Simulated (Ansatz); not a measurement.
Al4Au⁺, relaxed as a singlet with RKS PBE-D4/def2-SVP in Ansatz, starting from the GFN2-xTB geometry. Force threshold 0.02 eV/Å.

In the def2 sets Au takes a core potential; there is no spin–orbit coupling. The restricted singlet is unstable towards broken spin symmetry in Hartree–Fock (as tested in another run); at PBE-D4/def2-SVP this wasn't settled. The structure comes from a short search, and lower isomers may exist.

Start:

Cartesian coordinates in Å:
```
Au -0.1817 -0.6760 -1.3983
Al 0.3562 0.8837 0.6916
Al 0.5442 -1.7459 1.1713
Al 1.1330 2.1507 -1.4245
Al -1.8517 -0.6126 0.9599
```

```
step  energy (eV)  largest force component (eV/Å)  SCF passes
   1  -30053.0463                           0.868          23
   2  -30053.3163                           0.474          32
   3  -30053.3860                           0.425          31
   4  -30053.4401                           0.245          27
   5  -30053.4507                           0.047          22
   6  -30053.4512                           0.054          21
   7  -30053.4525                           0.011          23
```

Force components are those of the run's own axes.

End:

```xyz
5

Au   -0.1344   -0.5241   -1.2536
Al    0.4286    1.1039    1.0198
Al    0.4700   -1.7470    0.9938
Al    1.0125    1.8569   -1.5524
Al   -1.7767   -0.6897    0.7924
```

By distances, no bond broke or formed. The bond that changes most is Au1–Al4, from 3.12 to 2.66 Å (atoms count from 1).

No frequencies were taken in this run, so the end may be a saddle point.

It took 6.5 s on 4 threads of AMD EPYC 7B13 on a shared host.
